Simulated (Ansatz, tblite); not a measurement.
Cost and result up the ladder for Si₁₈H₂₈ (46 atoms). The state is a singlet with charge 0. Geometry: PBE-D4/def2-SVP.

```xyz
46

Si    1.852    3.281   -1.028
Si    2.222   -1.514   -2.833
Si    1.282    1.417    2.316
Si    1.955   -2.145    0.762
Si   -0.496    4.708    1.633
Si   -1.669    2.270   -1.037
Si   -2.359    1.544    2.702
Si   -1.567   -1.543   -2.041
Si   -1.715   -3.312    1.159
Si    0.497   -4.705   -1.632
Si    1.507    3.525    1.286
Si    1.938   -0.357   -0.802
Si    0.496    1.415   -1.507
Si    0.235   -2.769   -2.941
Si   -0.653    0.069    2.022
Si    0.473   -3.972    0.602
Si   -2.217    3.214    1.052
Si   -1.781   -1.125    0.288
H     3.302    3.025   -1.348
H     1.395    4.517   -1.763
H     3.423   -2.427   -2.801
H     2.350   -0.575   -4.005
H     2.559    0.634    2.170
H     1.115    1.702    3.795
H     3.325   -2.701    0.429
H     2.022   -1.662    2.185
H    -0.550    5.937    0.761
H    -0.616    5.129    3.076
H    -1.655    3.426   -2.015
H    -2.767    1.342   -1.484
H    -2.092    2.127    4.068
H    -3.713    0.881    2.705
H    -1.817   -0.313   -2.872
H    -2.785   -2.429   -2.205
H    -1.938   -3.333    2.650
H    -2.726   -4.216    0.497
H     1.803   -5.391   -1.946
H    -0.631   -5.672   -1.892
H     2.668    4.204    1.974
H     3.226    0.364   -0.463
H     0.437    1.223   -3.009
H    -0.161   -3.115   -4.358
H    -0.461   -0.987    3.091
H     1.015   -5.033    1.530
H    -3.526    3.940    0.851
H    -3.200   -0.601    0.378
```

Ansatz on 2 threads of AMD EPYC 7R13 on a shared host and a share (18 GiB) of an NVIDIA H100 80GB HBM3; xTB runs through tblite on one thread. Times are rough, summed over both states, and most runs start from the orbitals of an earlier one. PBE0-D4/def2-TZVP serves as the yardstick here, not as an exact answer. The other state is a doublet.

The xTB rows come from tblite. Single mean-field runs in def2-TZVP are fitted with def2-universal-jkfit.

Raw xTB energies of ions are shifted by several eV.

```tsv
level	functions	wall time	vertical IE (eV)	difference from PBE0-D4/def2-TZVP (eV)
GFN2-xTB	190	0.97 s	10.26	1.88
GFN1-xTB	218	1.1 s	12.34	3.96
PBE-D4/def2-TZVP	834	28 s	7.98	-0.40
PBE0-D4/def2-TZVP	834	30 s	8.38	0.00
HF/def2-TZVP	834	31 s	8.16	-0.23
r2SCANh-D4/def2-TZVP (with forces)	834	36 s	8.26	-0.13
r2SCAN-D4/def2-TZVP (with forces)	834	38 s	8.12	-0.27
```
